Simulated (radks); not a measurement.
Values are calculated unless marked as measured or tabulated.
Te, configuration [Kr] 4d10 5s2 5p4. Code: a radial shooting solver on a logarithmic mesh with Libxc functionals. Model: Dirac Kohn-Sham, PBE, spin-unpolarised, spherical densities, point nucleus; open shells are shared between the two j in proportion to 2j + 1.

Normalised radial functions P(r) = r R(r) (large component), r in bohr:

r,4p1/2,4d3/2
0.001291,0.0041,0.0000
0.001736,0.0060,0.0000
0.002315,0.0089,0.0000
0.003088,0.0134,0.0001
0.004151,0.0206,0.0002
0.005537,0.0317,0.0004
0.007384,0.0489,0.0009
0.009928,0.0761,0.0019
0.01324,0.1157,0.0040
0.01766,0.1724,0.0084
0.02356,0.2483,0.0175
0.03167,0.3417,0.0363
0.04224,0.4300,0.0709
0.05634,0.4771,0.1316
0.07574,0.4198,0.2316
0.101,0.2024,0.3660
0.1347,-0.1713,0.5108
0.1812,-0.5748,0.5985
0.2416,-0.7127,0.5186
0.3223,-0.3671,0.1959
0.4333,0.4055,-0.3435
0.5779,1.1002,-0.8609
0.7708,1.2742,-1.1103
1.036,0.9086,-0.9869
1.382,0.4277,-0.6491
1.843,0.1293,-0.3191
2.478,0.0220,-0.1098
3.306,0.0020,-0.0259
4.409,0.0001,-0.0037
5.928,0.0000,-0.0002
7.906,0.0000,0.0000

4p1/2: eigenvalue -121.05 eV, 2 radial nodes at r = 0.119, 0.375 bohr, <r> = 0.802 bohr, 90 % of the charge inside 1.17 bohr. 4d3/2: eigenvalue -42.485 eV, 1 radial node at r = 0.362 bohr, <r> = 0.965 bohr, 90 % of the charge inside 1.48 bohr.
